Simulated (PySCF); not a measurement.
# C4H3F3O2: full NMR table

| Property | Result |
| --- | --- |
| Formula | C4H3F3O2 |
| SMILES | O=C1CO[C@@H]1C(F)(F)F |
| InChI | InChI=1S/C4H3F3O2/c5-4(6,7)3-2(8)1-9-3/h3H,1H2/t3-/m0/s1 |
| Point group of the computed structure | C1 |
| Degrees of unsaturation | 2 |
| Carbon signals | 4 |
| Proton signals | 3 |

Bonds (- single, = double, # triple, : aromatic): O1=C2 1.186 Å, C2-C3 1.520 Å, C3-O4 1.431 Å, O4-C5 1.415 Å, C5-C6 1.517 Å, C6-F7 1.335 Å, C6-F8 1.329 Å, C6-F9 1.331 Å, C5-C2 1.540 Å. C3 carries H10, H11; C5 carries H12. Stereochemistry as in O=C1CO[C@@H]1C(F)(F)F. H11 is cis to C6 on the ring; H10 is trans to C6 on the ring.

[PySCF 2.14: PBE0-D3(BJ)/def2-SVP geometry; shieldings: GIAO PBE0/pcSseg-1; B3LYP/pcJ-1 coupling constants (spin–dipole term only in couplings to heteroatoms); single conformer; averaged over atoms made equivalent by symmetry, fast rotation or ring inversion; isolated molecule; no relativistic terms]

δ = σ(ref) − σ, references computed at the same level: TMS for 1H and 13C; CFCl3 for 19F; 17O vs H2O.

| carbon | δC, type | δH (multiplicity, J in Hz) | HMBC from (abs. J ≥ 3 Hz) | span of the C tensor (ppm) |
| --- | --- | --- | --- | --- |
| C2 | 199.2, C | – | H11, H10, H12 | 190 |
| C3 | 95.4, CH2 | H10 5.38 (m); H11 5.53 (m) | H12 | 102 |
| C5 | 100.8, CH | 5.15 (m) | H10 | 81 |
| C6 | 126.6, C | – | H12 | 12 |

Other nuclei:
```tsv
atoms	nucleus	environment	δ (ppm)	σ (ppm)
F7/F8/F9	19F	fluorine of a CF3 group	-88.9	266.1
O1	17O	ketone oxygen	665.7	-331.2
O4	17O	ether oxygen	11.8	322.8
```

Selected couplings (Hz, signed; the shortest-range and largest first, 30 at most; isotopes 13C, 19F, 1H): 1J(C6,F7) -347.9, 1J(C5,H12) 163.0, 1J(C3,H11) 159.6, 1J(C3,H10) 158.4, 2J(C5,F7) 35.7, 2J(H10,H11) -18.0, 3J(F7,H12) 7.6, 3J(C2,F7) 1.4, 4J(H11,H12) -5.9, 4J(H10,H12) -1.8, 4J(C3,F7) 1.2.

Carbon types of the structure: 2 × C, 1 × CH, 1 × CH2, which accounts for all hydrogens. δC 199.2: ketone carbonyl carbon; the double bond to the heteroatom, with no lone-pair donor beside it, deshields it most. δC 126.6: CF3 carbon; 3 electronegative neighbours deshield it. δC 100.8: sp3 CH bonded to O, α to a carbonyl; pulled downfield by the heteroatom. δC 95.4: sp3 CH2 bonded to O, α to a carbonyl; pulled downfield by the heteroatom. δH 5.15: hydrogen on an sp3 CH bonded to O, α to a carbonyl; its carbon carries O, hence the downfield position.

C–F couplings over four or more bonds (about 3 Hz to the para carbon of a fluoroarene) are left out. Common functionals overestimate the size of one-bond C–F couplings by tens of Hz; these are unscaled. Multiplet labels drop couplings under 1 Hz and merge nearly equal ones. Shifts are as computed. Against solution values, carbons near 30 ppm lie about +2 ppm off and those near 130 ppm about +5 ppm. Of 1211 compounds with measured shifts, 218 miss one by over three times the rms of a fit or turn the order of signals round; such compounds aren't used in these exercises. Unscaled 19F shifts against computed CFCl3 carry errors that often reach 10 to 50 ppm. Unscaled 17O shifts of doubly bonded oxygen tend to come out too high, by tens of ppm or more. Experimental scales use liquid or dissolved standards, which lie at an offset from isolated H2O (liquid H2O: subtract about 36 ppm).
